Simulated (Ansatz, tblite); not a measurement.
Cost and result up the ladder for CdMe2 (C₂H₆Cd) (9 atoms). Total charge 0; singlet. Geometry: PBE0-D4/def2-TZVP.

```tsv
atom	x (Å)	y (Å)	z (Å)
Cd1	0.000	0.000	0.000
C2	-0.580	0.751	-1.889
H3	0.155	1.467	-2.261
H4	-1.546	1.255	-1.823
H5	-0.666	-0.060	-2.614
C6	0.580	-0.751	1.889
H7	1.502	-1.330	1.805
H8	-0.196	-1.400	2.300
H9	0.751	0.067	2.593
```

Ansatz on 4 threads of Arm Neoverse V1 on a shared host; xTB runs through tblite on one thread. Times are rough, summed over both states, and most runs start from the orbitals of an earlier one. PBE0-D4/def2-TZVP serves as the yardstick here, not as an exact answer. The other state is a triplet.

In the def2 sets Cd takes a core potential; there is no spin–orbit coupling. The xTB rows come from tblite.

xTB has no spin-polarisation term.

```tsv
level	functions	wall time
GFN2-xTB	18	0.004 s
GFN1-xTB	24	0.006 s
PBE-D4/def2-TZVP	138	5 s
PBE0-D4/def2-TZVP (with forces)	138	7.9 s
```

Estimate what each level gives for the vertical triplet (eV).


| level | vertical triplet (eV) | difference from PBE0-D4/def2-TZVP (eV) |
| --- | --- | --- |
| GFN2-xTB | 4.95 | -0.12 |
| GFN1-xTB | 4.59 | -0.49 |
| PBE-D4/def2-TZVP | 4.91 | -0.17 |
| PBE0-D4/def2-TZVP (with forces) | 5.08 | 0.00 |
